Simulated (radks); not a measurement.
Problem. All-electron atom: Ti XV in [He] 2s2 2p4 (the NIST ground configuration). All-electron calculation, non-relativistic Kohn-Sham, r2SCAN, spin-polarised, spherical densities, point nucleus; open shells are filled with parallel spins first; meta-GGA in the generalised Kohn-Sham scheme. Program: a radial shooting solver on a logarithmic mesh with Libxc functionals. Some entries of the table are withheld. Estimate them.

orbital,occ.,eigenvalue (hartree),<r^2> (bohr^2)
1s up,1,-198.3891,0.006585
1s down,1,-198.0196,0.006554
2s up,1,-36.62812,0.1130
2s down,1,-36.03923,0.1146
2p up,3,-33.86352,0.08929
2p down,1,-33.11109,0.09123
3s up,0,(1),0.6906
3s down,0,(2),0.7074
3p up,0,-12.72177,0.6654
3p down,0,-12.47563,0.6858

Solution. 
(1) 3s up eigenvalue (hartree): -13.55433
(2) 3s down eigenvalue (hartree): -13.32957
